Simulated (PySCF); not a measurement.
Isomers of C3H10N2OSi2.

All values: PBE0/pcSseg-1 (PySCF) at GFN2-xTB geometries, gas phase, one conformer each.

Question: Rank by the highest Hirshfeld charge on any atom, highest value first.
A. `[CH2:1]=[N:2][SiH2:3][Si@H:4]([N:5]=[CH2:6])[O:7][CH3:8]` with C1–N2–Si3–Si4 -116°, N2–Si3–Si4–N5 -118°, Si3–Si4–N5–C6 100°, Si3–Si4–O7–C8 166°
B. `[CH2:1]=[N:2][C:3](=[CH2:4])[O:5][SiH2:6][NH:7][SiH3:8]` with C1–N2–C3–C4 -44°, N2–C3–O5–Si6 2°, C3–O5–Si6–N7 -177°, O5–Si6–N7–Si8 -176°
C. `[N:1]#[C:2][CH2:3][CH2:4][Si@H:5]([NH2:6])[O:7][SiH3:8]` with C2–C3–C4–Si5 -59°, C3–C4–Si5–N6 78°, C4–Si5–N6–H -70° and 67°, C4–Si5–O7–Si8 157°
D. `[CH3:1][O:2][Si@@H:3]([CH2:4][C:5]#[N:6])[SiH2:7][NH2:8]` with C1–O2–Si3–C4 -179°, O2–Si3–C4–C5 169°, O2–Si3–Si7–N8 -168°, Si3–Si7–N8–H 56° and -79°
E. `[CH3:1][Si@@H:2]1[NH:3][CH2:4][SiH2:5][N:6]1[CH:7]=[O:8]` with Si5–N6–C7–O8 0°, C1–Si2–N3–C4 -139°, Si2–N3–C4–Si5 23°, N3–C4–Si5–N6 -13°, C4–Si5–N6–C7 -179°

Answer: C (+0.451 e), E (+0.434 e), B (+0.409 e), A (+0.351 e), D (+0.337 e).

Question: Rank by LUMO energy, highest first.
A. `[CH2:1]=[N:2][C:3](=[CH2:4])[O:5][SiH2:6][NH:7][SiH3:8]` with C1–N2–C3–C4 -44°, N2–C3–O5–Si6 2°, C3–O5–Si6–N7 -177°, O5–Si6–N7–Si8 -176°
B. `[N:1]#[C:2][CH2:3][CH2:4][Si@H:5]([NH2:6])[O:7][SiH3:8]` with C2–C3–C4–Si5 -59°, C3–C4–Si5–N6 78°, C4–Si5–N6–H -70° and 67°, C4–Si5–O7–Si8 157°
C. `[CH2:1]=[N:2][SiH2:3][Si@H:4]([N:5]=[CH2:6])[O:7][CH3:8]` with C1–N2–Si3–Si4 -116°, N2–Si3–Si4–N5 -118°, Si3–Si4–N5–C6 100°, Si3–Si4–O7–C8 166°
D. `[CH3:1][O:2][Si@@H:3]([CH2:4][C:5]#[N:6])[SiH2:7][NH2:8]` with C1–O2–Si3–C4 -179°, O2–Si3–C4–C5 169°, O2–Si3–Si7–N8 -168°, Si3–Si7–N8–H 56° and -79°

Answer: B (0.19 eV), D (-0.73 eV), C (-1.09 eV), A (-1.43 eV).

Question: Rank by the highest IAO charge on any atom, lowest value first.
A. `[CH2:1]=[N:2][C:3](=[CH2:4])[O:5][SiH2:6][NH:7][SiH3:8]` with C1–N2–C3–C4 -44°, N2–C3–O5–Si6 2°, C3–O5–Si6–N7 -177°, O5–Si6–N7–Si8 -176°
B. `[CH3:1][O:2][Si@@H:3]([CH2:4][C:5]#[N:6])[SiH2:7][NH2:8]` with C1–O2–Si3–C4 -179°, O2–Si3–C4–C5 169°, O2–Si3–Si7–N8 -168°, Si3–Si7–N8–H 56° and -79°
C. `[CH2:1]=[N:2][SiH2:3][Si@H:4]([N:5]=[CH2:6])[O:7][CH3:8]` with C1–N2–Si3–Si4 -116°, N2–Si3–Si4–N5 -118°, Si3–Si4–N5–C6 100°, Si3–Si4–O7–C8 166°
D. `[N:1]#[C:2][CH2:3][CH2:4][Si@H:5]([NH2:6])[O:7][SiH3:8]` with C2–C3–C4–Si5 -59°, C3–C4–Si5–N6 78°, C4–Si5–N6–H -70° and 67°, C4–Si5–O7–Si8 157°
E. `[CH3:1][Si@@H:2]1[NH:3][CH2:4][SiH2:5][N:6]1[CH:7]=[O:8]` with Si5–N6–C7–O8 0°, C1–Si2–N3–C4 -139°, Si2–N3–C4–Si5 23°, N3–C4–Si5–N6 -13°, C4–Si5–N6–C7 -179°

Answer: B (+0.846 e), C (+0.972 e), A (+1.121 e), E (+1.148 e), D (+1.244 e).

All values together:

| SMILES | μ (D) | HOMO (eV) | LUMO (eV) | lowest IAO charge (e) | highest IAO charge (e) | lowest Hirshfeld charge (e) | highest Hirshfeld charge (e) |
| --- | --- | --- | --- | --- | --- | --- | --- |
| N#CCC[Si@H](N)O[SiH3] | 2.73 | -7.38 | 0.19 | -0.891 (O) | +1.244 (Si) | -0.322 (N) | +0.451 (Si) |
| CO[Si@@H](CC#N)[SiH2]N | 3.86 | -6.94 | -0.73 | -0.835 (N) | +0.846 (Si) | -0.316 (N) | +0.337 (Si) |
| C=NC(=C)O[SiH2]N[SiH3] | 1.81 | -6.64 | -1.43 | -0.960 (N) | +1.121 (Si) | -0.337 (N) | +0.409 (Si) |
| C[Si@@H]1NC[SiH2]N1C=O | 4.22 | -6.95 | 0.28 | -0.746 (C) | +1.148 (Si) | -0.268 (O) | +0.434 (Si) |
| C=N[SiH2][Si@H](N=C)OC | 1.44 | -6.84 | -1.09 | -0.646 (O) | +0.972 (Si) | -0.234 (N/O) | +0.351 (Si) |

Conformers: `[N:1]#[C:2][CH2:3][CH2:4][Si@H:5]([NH2:6])[O:7][SiH3:8]` with C2–C3–C4–Si5 -59°, C3–C4–Si5–N6 78°, C4–Si5–N6–H -70° and 67°, C4–Si5–O7–Si8 157°; `[CH3:1][O:2][Si@@H:3]([CH2:4][C:5]#[N:6])[SiH2:7][NH2:8]` with C1–O2–Si3–C4 -179°, O2–Si3–C4–C5 169°, O2–Si3–Si7–N8 -168°, Si3–Si7–N8–H 56° and -79°; `[CH2:1]=[N:2][C:3](=[CH2:4])[O:5][SiH2:6][NH:7][SiH3:8]` with C1–N2–C3–C4 -44°, N2–C3–O5–Si6 2°, C3–O5–Si6–N7 -177°, O5–Si6–N7–Si8 -176°; `[CH3:1][Si@@H:2]1[NH:3][CH2:4][SiH2:5][N:6]1[CH:7]=[O:8]` with Si5–N6–C7–O8 0°, C1–Si2–N3–C4 -139°, Si2–N3–C4–Si5 23°, N3–C4–Si5–N6 -13°, C4–Si5–N6–C7 -179°; `[CH2:1]=[N:2][SiH2:3][Si@H:4]([N:5]=[CH2:6])[O:7][CH3:8]` with C1–N2–Si3–Si4 -116°, N2–Si3–Si4–N5 -118°, Si3–Si4–N5–C6 100°, Si3–Si4–O7–C8 166°.
